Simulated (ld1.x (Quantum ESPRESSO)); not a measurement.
## What one change does to a pseudopotential (tantalum, TM)

tantalum, norm-conserving Troullier–Martins (Kleinman–Bylander form), made with ld1.x (Quantum ESPRESSO) 7.5 (PBE, scalar-relativistic). Core [Kr] 4d10 4f14 5s2, reference 5p6 5d3 6s2 6p0. Waves: 6s (bound): rc 2.60 bohr; 5p (bound): rc 1.95 bohr; 5d (bound): rc 2.05 bohr. Local part: the d channel. Core correction: none.

Change: local potential all-electron potential smoothed inside 1.55 bohr (lloc = -1).

Cutoffs: the cutoffs (Ry, on a coarse ladder) from which the occupation-weighted sum of valence levels, in a spherical-Bessel basis at the reference potential, stays within 10 and 1 mRy of its value at 400 Ry; they do not see the model core or the augmentation charge, which bear on the density cutoff. Errors are all-electron minus pseudo energies relative to the spin-unpolarised reference configuration.

**Question.** How do hardness, ghosts and transferability respond?

**Answer.** The potential gets softer (35 Ry and 45 Ry → 30 Ry and 45 Ry); the bound ghosts move from p, s to s; of the 7 tests that both files solve, the error grows in 0 and shrinks in 6 by more than 15 % and 0.3 meV (median size 27.3 → 20.7 meV); the range in which the s phases agree narrows (upper end 2.5 → 1.3). In the separable form a ghost depends on how the local part lies against the semilocal potential of the channel, so the choice of the local part can create or remove one.

```tsv
quantity	base	changed
cutoff, loose	35 Ry	30 Ry
cutoff, tight	45 Ry	45 Ry
bound ghosts	p, s	s
error for 5p6 5d3 6s1 6p0, meV [ΔE 8.47 eV]	-6.0	-4.6
error for 5p6 5d3 6s0 6p0, meV [ΔE 23.44 eV]	-11	-8.6
error for 5p6 5d2 6s0 6p0, meV [ΔE 47.04 eV]	+60	+66
error for 5p6 5d3 6s1 6p1, meV [ΔE 4.18 eV]	-294	+41
error for 5p6 5d4 6s1 6p0, meV [ΔE 2.09 eV]	-27	-21
error for 5p6 5d3 6s1.5 6p0, meV [ΔE 3.46 eV]	-2.1	-1.7
error for 5p5 5d3 6s2 6p0, meV [ΔE 44.98 eV]	-303	-176
s: phases at 2.87 bohr within 0.05 rad from the reference energy up to (Ry; the scan ends near 5)	2.5	1.3
p: phases at 2.87 bohr within 0.05 rad from the reference energy up to (Ry; the scan ends near 5)	-0.5	0.2
d: phases at 2.87 bohr within 0.05 rad from the reference energy up to (Ry; the scan ends near 5)	2.4	2.3
```

 A true bound ghost makes a file unfit for plane-wave use even where its test errors are small: the radial tests pick states by their node count and pass the ghost by.
